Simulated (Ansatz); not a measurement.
C2H7NOSn can be A, `C[NH][SnH2][CH]=O`, or B, `C=[N][SnH]([CH3])[OH]`.

Gas-phase electronic energies from Ansatz, PBE0-D4/def2-TZVP geometries. CBS: MP2 limit from def2 TZ/QZ plus the TZ coupled-cluster correction, frozen cores. DFT in def2-TZVPP. B3LYP here is the variant with VWN-RPA as its local correlation; programs differ in this. def2 core potentials past Kr. For Sn outer-core shells are correlated without core-valence functions, which leaves a few kJ/mol of doubt a bond. Each species was taken in one conformer, which may not be the lowest.

A:

Z-matrix (Å, degrees):
```
C
N 1 1.454
H 1 1.098 2 114.8
H 1 1.095 2 110.0 3 121.9
H 1 1.094 2 109.6 3 -121.2
Sn 2 2.020 1 118.1 3 68.7
H 2 1.011 1 110.9 3 -62.8
C 6 2.222 2 108.9 1 -59.8
H 6 1.708 2 108.0 1 -179.9
H 6 1.710 2 107.1 1 59.0
O 8 1.199 6 120.0 2 -10.8
H 8 1.118 6 120.4 2 168.7
```

B:

Z-matrix (Å, degrees):
```
Sn
N 1 2.053
O 1 1.978 2 107.3
C 1 2.128 2 108.1 3 -118.8
H 1 1.702 2 109.1 3 113.1
C 2 1.259 1 119.1 3 -3.4
H 3 0.959 1 113.5 2 -89.2
H 4 1.090 1 109.5 2 58.0
H 4 1.090 1 109.5 2 -61.2
H 4 1.090 1 110.2 2 178.5
H 6 1.099 2 119.4 1 179.7
H 6 1.101 2 125.4 1 -0.4
```

(1) Which is lower in electronic energy at CCSD(T)/CBS, and by how much? (Estimate.)

(2) Give E(B) − E(A) in kcal/mol with ωB97M-V, HF/def2-TZVPP, MP2/def2-TZVPP, PBE-D4, CCSD/def2-TZVPP, B3LYP, PBE0-D4. (Best estimate.)

Largest T1 diagnostic: 0.015.

Answers

(1) Ansatz gave: B, by 32.2 kcal/mol.

(2) The calculation gave: ωB97M-V -28.9, HF/def2-TZVPP -28.6, MP2/def2-TZVPP -32.6, PBE-D4 -26.2, CCSD/def2-TZVPP -29.9, B3LYP -27.9, PBE0-D4 -27.0. None reverses the order clearly.

In def2-TZVPP, CCSD(T) changes the Hartree–Fock value by −1.6 kcal/mol (the triples alone add −0.3 kcal/mol) and MP2 by −4.0 kcal/mol. From PBE to PBE0 (25 % exact exchange), in def2-TZVPP and without D4, E(B) − E(A) moves by −0.8 kcal/mol.
